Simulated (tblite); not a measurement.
Start geometry of `CN[SiH2][Si@H](N)C#N` from a force field or distance geometry (Å):
```
atom  x, y, z in Å
C1     2.810    0.548    0.470
N2     1.439    1.019    0.218
Si3    0.417   -0.345   -0.250
Si4   -1.625   -0.239    0.682
N5    -2.582   -1.466   -0.101
C6    -2.402    1.377    0.526
N7    -2.892    2.413    0.422
H8     2.777   -0.443    0.972
H9     3.310    1.230    1.179
H10    3.365    0.483   -0.464
H11    1.492    1.665   -0.589
H12    0.167   -0.367   -1.708
H13    0.984   -1.621    0.213
H14   -1.502   -0.524    2.129
H15   -2.173   -2.367   -0.290
H16   -3.591   -1.354   -0.153
```

Q: What comes out of this run: GFN2-xTB geometry optimisation, gas phase in tblite 0.8.0?

A: 
```
atom  x, y, z in Å
C1     2.863    0.680    0.296
N2     1.436    0.607    0.491
Si3    0.472   -0.632   -0.206
Si4   -1.611   -0.312    0.704
N5    -2.695   -1.336   -0.158
C6    -2.279    1.395    0.315
N7    -2.620    2.462    0.070
H8     3.264   -0.331    0.290
H9     3.328    1.237    1.112
H10    3.136    1.161   -0.649
H11    1.034    1.526    0.599
H12    0.493   -0.682   -1.684
H13    1.109   -1.889    0.223
H14   -1.768   -0.354    2.175
H15   -2.481   -2.314   -0.255
H16   -3.690   -1.211   -0.067
```

The energy falls by 0.667 eV over 95 L-BFGS steps, the largest force on an atom goes from 2.12 to 0.009 eV/Å, and the atoms move by 0.507 Å rms after alignment. The bond that changes most is Si4–C6 (SiH silicon to cyano carbon), which lengthens by 0.074 Å. Bonds longer at the end by more than 0.005 Å: 3 of 15; shorter: 7. Among the angles that change most is C1–N2–Si3, from 109.7° to 122.5°. Among the dihedrals that turn most is H11–N2–Si3–H12, from 13° to 86°. Rotational constants go from 2648, 992.0, 771.0 to 2583, 1001, 773.4 MHz. The orientation of the end geometry is arbitrary; only internal coordinates are fixed.

Its GFN2-xTB frequencies are all real (lowest 18 cm⁻¹). The numbers are those of one conformer. 2 starts were optimised and ended at 0.00 and 1.50 kcal/mol (GFN2-xTB); the lowest of these is shown.

All values are computed, not measured.
